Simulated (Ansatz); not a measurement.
Question: Predict a relaxed structure of Pb₂O⁺, charge 1, doublet, at PBE-D4/def2-TZVP (Ansatz).

Answer: 
```xyz
3

Pb   -1.215    0.278    1.199
Pb    0.913   -1.055   -1.022
O     0.302    0.777   -0.177
```
Point group C2v (tolerance 0.1 Å). This is one stationary point.

In the def2 sets Pb takes a core potential; there is no spin–orbit coupling. The relaxation made no stability test and no search for a lower SCF solution. The structure comes from a short search, and lower isomers may exist.
